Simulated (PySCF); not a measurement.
## How methods differ on the ionisation energy of Au⁺

Au⁺ [Xe] 4f14 5d10 (1S) → Au²⁺ [Xe] 4f14 5d9 (2D), as a difference of total energies. All numbers are calculated (PySCF 2.14, scalar relativity through the core potential, in def2-QZVPPD with the def2 core potential (60 electrons) (7s5p4d4f2g, 88 functions)). Correlated levels: valence: 5s2 5p6 frozen; valence and next inner shell: nothing frozen outside the core potential. The calculations carry no spin-orbit coupling.

```csv
method,ionisation energy (eV),difference from reference (eV)
UHF,18.974,-1.229
LDA,21.393,+1.190
PBE,20.977,+0.774
PBE0,20.769,+0.566
r2SCAN,20.734,+0.531
PW91,21.055,+0.852
CAM-B3LYP,20.812,+0.609
BHandHLYP,20.483,+0.280
BLYP,20.891,+0.688
MP2 (valence),20.937,+0.734
SCS-MP2 (valence),20.764,+0.561
MP2 (valence and next inner shell),20.921,+0.718
SCS-MP2 (valence and next inner shell),20.693,+0.490
```

Reference: 20.203 ± 0.025 eV (measured; NIST Atomic Spectra Database, ionization energies).

The reference lies between the lowest fine-structure levels, while these numbers refer to the centres of the terms.

Errors of the correlated levels include the incompleteness of this basis and the frozen core.
